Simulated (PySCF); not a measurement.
Compound: C5H13NO3Si.
Numbering: `[CH3:1][NH:2][Si@@H:3]1[O:4][CH2:5][CH2:6][C@H:7]([O:8][CH3:9])[O:10]1`

Geometry (GFN2-xTB, Å), atoms numbered from 1 in this order:
```
atom  x, y, z in Å
C1     2.9915    0.8517   -0.8310
N2     2.0861   -0.2573   -0.6420
Si3    1.0968   -0.3651    0.7545
O4     0.4005   -1.8320    0.7183
C5    -0.9867   -2.0000    0.8007
C6    -1.7115   -0.8009    1.3994
C7    -1.3869    0.4638    0.6057
O8    -1.7561    0.2349   -0.7189
C9    -1.5194    1.3298   -1.5777
O10   -0.0458    0.8093    0.7314
H11    2.4927    1.7609   -0.5052
H12    3.2542    0.9465   -1.8860
H13    3.9130    0.7423   -0.2494
H14    2.4878   -1.1249   -0.9652
H15    1.7422   -0.1769    2.0546
H16   -1.3737   -2.1783   -0.2083
H17   -1.1674   -2.8899    1.4153
H18   -1.3842   -0.6428    2.4271
H19   -2.7853   -0.9787    1.3736
H20   -1.9532    1.3283    1.0073
H21   -2.0767    2.2124   -1.2420
H22   -1.8684    1.0231   -2.5611
H23   -0.4543    1.5706   -1.6179
```

NICS = −σ at a ghost point: NICS(0) at the centroid of the ring atoms, NICS(1) 1 Å to either side along the normal of their mean plane, zz for the tensor component along that normal. Level: GIAO PBE0/pcSseg-1 (PySCF, non-relativistic, gas phase) on the GFN2-xTB geometry, one conformer.

Ring bond lengths (Å), with Mayer bond orders in brackets: Si3–O4 1.624 (0.99), O4–C5 1.400 (0.88), C5–C6 1.524 (1.04), C6–C7 1.528 (1.03), C7–O10 1.391 (0.91), O10–Si3 1.639 (0.92).

Give the NICS values of each ring in ppm.

```json
{"ring": "Si3–O4–C5–C6–C7–O10", "type": "6-membered ring with 2 O and Si; formal bonds all single", "NICS(0)": "-1.9", "NICS(1), two faces": "-1.9 / -1.0", "NICS(1)zz, two faces": "1.3 / 3.0", "rms pucker (Å)": "0.22", "centre to ring atoms, mean (Å)": "1.48"}
```

What can be read from them?

- Si3–O4–C5–C6–C7–O10: mean NICS(1)zz 2.2 ppm, near zero. Si3, C5, C6, C7 have four or more neighbours; no verdict on aromaticity is drawn.

At the second NICS(1) probe listed for ring Si3–O4–C5–C6–C7–O10, 1 Å off the ring, how large is the induced field along the normal in 9.4 T applied along it?

NICSzz × B0 = 3.0 ppm × 9.4 T = 28 μT, along the applied field.

List the ring angles and the Hirshfeld charges of the ring atoms.

- Si3–O4–C5–C6–C7–O10: Si3 110.4° (+0.465 e), O4 122.1° (-0.235 e), C5 113.6° (+0.005 e), C6 110.3° (-0.087 e), C7 111.3° (+0.111 e), O10 119.7° (-0.232 e); sum 687.4° against 720° for a flat convex ring.
